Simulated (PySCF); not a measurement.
**EPR parameters of C8H9**

Species: C8H9 (doublet state).
Structure used (GFN2-xTB), in Å, numbered top down from 1:
```xyz
17
C8H9 angstrom
C      3.896   -0.065   -0.714
C      3.130    0.041    0.423
C      1.817   -0.240    0.501
C      0.541   -0.468    0.572
C     -0.494    0.537    0.342
C     -1.779    0.265    0.432
C     -2.826   -0.724    0.692
C     -3.170    0.712    0.342
H      3.464   -0.385   -1.645
H      4.942    0.176   -0.700
H      3.614    0.368    1.339
H      0.167   -1.459    0.820
H     -0.156    1.534    0.089
H     -3.015   -1.492   -0.047
H     -2.989   -1.058    1.708
H     -3.562    1.353    1.120
H     -3.586    0.918   -0.635
```

The hyperfine couplings belong to this conformer and change with its torsions.

The species is `C=C[C]=CC=C1CC1` [radical].

Method used: PySCF, UKS B3LYP, pcH-1 on C H, non-relativistic, mean-field spin-orbit, GIAO. The structure is a single GFN2-xTB conformer in the gas phase; no vibrational or solvent corrections. Couplings are sensitive to structure, and on GFN2-xTB geometries they can be far from those on DFT ones. The SCF solution wasn't tested for stability. ⟨S²⟩ is 0.777 where a pure state has 0.75.

```
g1, g2, g3        : 2.00214, 2.00227, 2.00277
g_iso             : 2.00239
Form of g         : rhombic: the two nearest values differ by 22 % of g3 − g1
⟨S²⟩              : 0.7771 (exact 0.7500)
α and β electrons : 29, 28
Total energy      : -310.13008 Eh
```

Hyperfine couplings atom by atom, in MHz; T1 to T3 are the principal values of the dipolar part:

| atom | isotope | a_iso | T1 | T2 | T3 | Mulliken spin population |
| --- | --- | --- | --- | --- | --- | --- |
| C1 | 13C | 62.6 | -54.9 | -53.3 | 108.2 | 0.72 |
| C2 | 13C | -50.9 | -27.5 | 10.6 | 16.9 | -0.25 |
| C3 | 13C | 54.0 | -54.2 | -38.9 | 93.1 | 0.62 |
| C4 | 13C | -36.2 | -9.8 | 2.6 | 7.2 | -0.10 |
| C5 | 13C | 63.0 | -4.7 | -0.9 | 5.6 | 0.05 |
| C6 | 13C | -0.3 | -5.5 | 1.8 | 3.8 | -0.03 |
| C7 | 13C | 0.5 | -0.2 | -0.1 | 0.3 | 0.00 |
| C8 | 13C | 1.8 | -0.5 | -0.4 | 0.9 | 0.01 |
| H9 | 1H | -43.1 | -23.4 | -1.7 | 25.1 | -0.03 |
| H10 | 1H | -44.2 | -26.9 | -0.3 | 27.2 | -0.03 |
| H11 | 1H | 17.1 | -5.3 | -0.9 | 6.2 | 0.01 |
| H12 | 1H | 102.6 | -3.3 | -2.5 | 5.8 | 0.05 |
| H13 | 1H | -3.8 | -3.5 | -1.1 | 4.6 | 0.00 |
| H14 | 1H | -2.0 | -0.5 | -0.4 | 0.9 | 0.00 |
| H15 | 1H | -2.1 | -0.5 | -0.4 | 0.9 | 0.00 |
| H16 | 1H | -3.0 | -0.4 | -0.2 | 0.6 | 0.00 |
| H17 | 1H | -3.0 | -0.4 | -0.2 | 0.6 | 0.00 |

Largest spin populations (Mulliken): C1 (+0.72), C3 (+0.62), C2 (-0.25) and C4 (-0.10). The positive populations add up to 1.46 and the negative ones to -0.46, together 2S = 1. The angles at C1 add up to 360.0°, so it is planar; its axial dipolar tensor and the negative couplings of its protons fit spin in a p orbital normal to that plane.

Under fast tumbling the dipolar parts average out, and these isotropic splittings remain (the largest six): 1 × 1H (H12, I = 1/2, 2 lines) with 3.66 mT, 1 × 1H (H10, I = 1/2, 2 lines) with 1.58 mT, 1 × 1H (H9, I = 1/2, 2 lines) with 1.54 mT, 1 × 1H (H11, I = 1/2, 2 lines) with 0.61 mT, 1 × 1H (H13, I = 1/2, 2 lines) with 0.14 mT and 2 × 1H (H16/H17, I = 1/2, 3 lines) with 0.11 mT.

Means are taken over nuclei equivalent by connectivity, which assumes that they swap fast.

The 13C coupling of C5 (63.0 MHz) shows only in satellite lines or after enrichment, since that isotope makes up about 1.07 % of natural carbon.

The SMILES draws the unpaired electron on C3; the largest computed Mulliken spin population is on C1 (0.72 against 0.62).
